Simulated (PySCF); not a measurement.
# Bromine: a sound run and one with changed settings

Sound run: Br²⁺ [Ar] 3d10 4s2 4p3, Br³⁺ [Ar] 3d10 4s2 4p2. All numbers are calculated (PySCF 2.14, scalar relativity by spin-free X2C-1e, in cc-pVDZ-DK (5s4p2d, 27 functions)). In the sound run the correlated levels freeze [Ar] 3d10. The sound run starts from symmetry-adapted Hartree-Fock orbitals and uses a fine grid where one is needed.

Changed run: basis STO-3G, all-electron and non-relativistic. This setting is unsound on purpose.

| species | method | sound run (hartree) | changed run (hartree) | converged |
| --- | --- | --- | --- | --- |
| Br²⁺ | UHF | -2603.15952 | -2543.59590 | yes |
| Br²⁺ | M06-L | -2604.78809 | -2544.88317 | yes |
| Br²⁺ | r2SCAN | -2604.85394 | -2544.89744 | yes |
| Br²⁺ | MP2 | -2603.21561 | -2543.59590 | yes |
| Br³⁺ | UHF | -2601.88762 | -2542.29237 | yes |
| Br³⁺ | M06-L | -2603.50979 | -2543.54514 | yes |
| Br³⁺ | r2SCAN | -2603.55191 | -2543.56441 | yes |
| Br³⁺ | MP2 | -2601.93100 | -2542.30054 | yes |
| Br³⁺ | CCSD(T) | -2601.94780 | -2542.30644 | yes |

Ionisation energy of Br²⁺:

| method | sound run (eV) | changed run (eV) |
| --- | --- | --- |
| UHF | 34.610 | 35.471 |
| M06-L | 34.784 | 36.410 |
| r2SCAN | 35.430 | 36.273 |
| MP2 | 34.956 | 35.249 |
| SCS-MP2 | 34.835 | 35.204 |

A minimal basis cannot let orbitals breathe on ionisation and holds almost no correlation. The Hamiltonian changed with the basis, so the totals do not compare.

For comparison, NIST gives 34.871 ± 0.019 eV between the lowest levels.
